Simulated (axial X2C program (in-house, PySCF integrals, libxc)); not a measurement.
Density and ELF of InBr

Calculated with an in-house relativistic program for diatomic molecules. Two-component (2c) means X2C with spin–orbit coupling and atomic mean-field two-electron Coulomb and Gaunt terms. Basis: In dyall-cv3z [11s12p9d4f1g], Br dyall-cv3z [8s9p6d4f1g] (cores contracted in-house); Gaussian nuclei, density fitting, unrestricted open shells. Masses: In 114.904 u, Br 78.918 u.

PBE0, with spin–orbit coupling, state Ω = 0 (closed shell); In at z = 0, Br at z = 2.570 Å.

The maps cover the half plane through the axis: z from -2.4 to 4.8 Å along the bond, ρ from 0.15 to 2.25 Å away from it.

log10 of the density in e/bohr³:

```
 ρ\z  -2.4  -1.8  -1.2  -0.6   0.0   0.6   1.2   1.8   2.4   3.0   3.6   4.2   4.8
0.15  -2.9  -2.2  -1.4  -0.1   1.8  -0.1  -1.2  -0.7   1.2   0.1  -1.1  -2.1  -3.1
0.45  -3.0  -2.2  -1.5  -0.5   0.4  -0.5  -1.3  -0.9   0.0  -0.5  -1.3  -2.2  -3.1
0.75  -3.1  -2.4  -1.7  -1.0  -0.5  -1.0  -1.5  -1.1  -0.7  -0.9  -1.5  -2.3  -3.2
1.05  -3.2  -2.6  -2.0  -1.5  -1.2  -1.5  -1.8  -1.4  -1.1  -1.3  -1.8  -2.6  -3.4
1.35  -3.4  -2.8  -2.3  -1.9  -1.8  -2.0  -2.1  -1.8  -1.6  -1.7  -2.2  -2.8  -3.6
1.65  -3.6  -3.0  -2.6  -2.3  -2.2  -2.4  -2.5  -2.2  -2.0  -2.1  -2.5  -3.1  -3.9
1.95  -3.9  -3.3  -2.9  -2.7  -2.6  -2.8  -2.8  -2.6  -2.5  -2.6  -2.9  -3.5  -4.1
2.25  -4.2  -3.7  -3.3  -3.1  -3.0  -3.1  -3.2  -3.1  -2.9  -3.0  -3.3  -3.8  -4.5
```

Electron localisation function (collinear form, no current term, damped to 0 at low density):

```
 ρ\z  -2.4  -1.8  -1.2  -0.6   0.0   0.6   1.2   1.8   2.4   3.0   3.6   4.2   4.8
0.15  0.82  0.89  0.45  0.65  0.74  0.66  0.26  0.54  0.70  0.37  0.81  0.53  0.10
0.45  0.78  0.89  0.50  0.45  0.75  0.46  0.27  0.71  0.29  0.22  0.81  0.50  0.09
0.75  0.68  0.90  0.60  0.28  0.47  0.25  0.27  0.79  0.54  0.74  0.78  0.42  0.06
1.05  0.48  0.89  0.71  0.32  0.25  0.19  0.24  0.74  0.83  0.83  0.70  0.32  0.04
1.35  0.21  0.83  0.79  0.49  0.29  0.20  0.17  0.62  0.77  0.75  0.55  0.20  0.02
1.65  0.05  0.64  0.80  0.62  0.38  0.16  0.10  0.44  0.62  0.58  0.37  0.10  0.01
1.95  0.01  0.27  0.66  0.61  0.35  0.09  0.05  0.26  0.42  0.37  0.19  0.03  0.00
2.25  0.00  0.04  0.29  0.38  0.19  0.04  0.03  0.11  0.20  0.17  0.06  0.01  0.00
```

The state is one determinant whose occupation by symmetry is held fixed; it was picked as the lowest of a PBE0 search that is not exhaustive.
